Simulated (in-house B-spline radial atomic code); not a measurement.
Results of a calculation; reference values are marked as such.
C6 from the polarisability at imaginary frequency: Mg

PBEsol linear response of the closed shell [Ne] 3s2, from a B-spline radial code for spherical atoms; scalar-relativistic (spin-free one-electron X2C), finite nucleus, no spin-orbit coupling.

The dispersion coefficient of two like species is C6 = (3/π) ∫ α(iu)² du from 0 to ∞.

| u (hartree) | α(iu) (bohr³) |
| --- | --- |
| 0 | 73.62 |
| 0.03 | 71.05 |
| 0.07 | 61.57 |
| 0.12 | 46.9 |
| 0.2 | 28.82 |
| 0.3 | 16.67 |
| 0.45 | 8.769 |
| 0.7 | 4.183 |
| 1 | 2.334 |
| 1.5 | 1.259 |
| 2.5 | 0.6182 |
| 5 | 0.2352 |

Problem. Fit one oscillator, α(iu) = α(0)/(1 + u²/ω²), through u = 0.12 and estimate C6.

Solution. From α(0)/α(iu) − 1 = 73.62/46.9 − 1 = 0.5697, ω = u/√0.5697 = 0.1590 hartree (4.3 eV). London's formula gives C6 = (3/4) α(0)² ω = 0.75 × 73.62² × 0.1590 = 646.3 hartree·bohr⁶, and the oscillator holds f = α(0) ω² = 1.86 electrons, of a sum of oscillator strengths of 12.0.

Problem. How does that compare with the full integral?

Solution. The program's quadrature over all excitations gives C6 = 654.2, so the single oscillator is off by -1.2 %. At the last point the fit gives α = 0.0744 against 0.235: higher excitations, and deeper shells where there are any, keep the true curve higher at large u.
